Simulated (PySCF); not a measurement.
## `InChI=1S/C7H9F/c1-3-6-4-5(2)7(6)8/h3-5,7H,1H2,2H3/t5-,7-/m0/s1`

Geometry (Å), atoms numbered from 1 in this order:
```xyz
17

C     2.9522   -0.0541    0.6130
C     2.0528   -0.3736   -0.3135
C     0.6379   -0.3890   -0.0685
C    -0.4593   -0.6387   -0.8012
C    -1.4310   -0.3625    0.3168
C    -2.3136    0.8628    0.1412
C    -0.1615   -0.1443    1.1941
F    -0.0449    1.0990    1.7645
H     2.6570    0.2175    1.6128
H     4.0070   -0.0418    0.4007
H     2.3555   -0.6327   -1.3202
H    -0.6229   -0.9322   -1.8212
H    -2.0336   -1.2213    0.6256
H    -2.8267    1.0915    1.0724
H    -1.7098    1.7220   -0.1403
H    -3.0536    0.6816   -0.6350
H    -0.0126   -0.8722    1.9984
```

Method used: TDDFT PBE0/def2-SVPD circular dichroism and optical rotation, one conformer, gas phase (PySCF 2.14.0). Geometry: GFN2-xTB.

The molecule is flexible and this is one conformer; a measurement averages over conformers. States above about 6.8 eV (minus the energy of the highest occupied orbital) lie near or above the ionisation threshold and depend on the basis.

Problem. Draw the ECD and absorption spectra from the lowest 16 states, each a Gaussian of half-width 0.2 eV at 1/e height.

Solution. 
| E (eV) | λ (nm) | Δε (L mol⁻¹ cm⁻¹) | ε (L mol⁻¹ cm⁻¹) |
| --- | --- | --- | --- |
| 5.05 | 246 | +0.07 | 94.6 |
| 5.20 | 238 | +1.62 | 2290 |
| 5.35 | 232 | +12.75 | 18000 |
| 5.50 | 225 | +32.55 | 46000 |
| 5.65 | 219 | +27.01 | 38200 |
| 5.80 | 214 | +7.70 | 10300 |
| 5.95 | 208 | +2.90 | 1150 |
| 6.10 | 203 | +2.41 | 528 |
| 6.25 | 198 | -9.04 | 760 |
| 6.40 | 194 | -32.38 | 1590 |
| 6.55 | 189 | -47.73 | 2350 |
| 6.70 | 185 | -28.06 | 1690 |
| 6.85 | 181 | +2.27 | 886 |
| 7.00 | 177 | +8.95 | 1530 |
| 7.15 | 173 | +4.30 | 2810 |
| 7.30 | 170 | -3.62 | 2480 |
| 7.45 | 166 | -5.64 | 1700 |
| 7.60 | 163 | +6.22 | 2020 |
| 7.75 | 160 | +16.49 | 2030 |
| 7.90 | 157 | +12.47 | 1970 |
| 8.05 | 154 | +7.28 | 2380 |
| 8.20 | 151 | +14.88 | 2520 |

Δε uses R in velocity form, ε uses f in length form. Only the states computed contribute, so the short-wavelength end is incomplete.
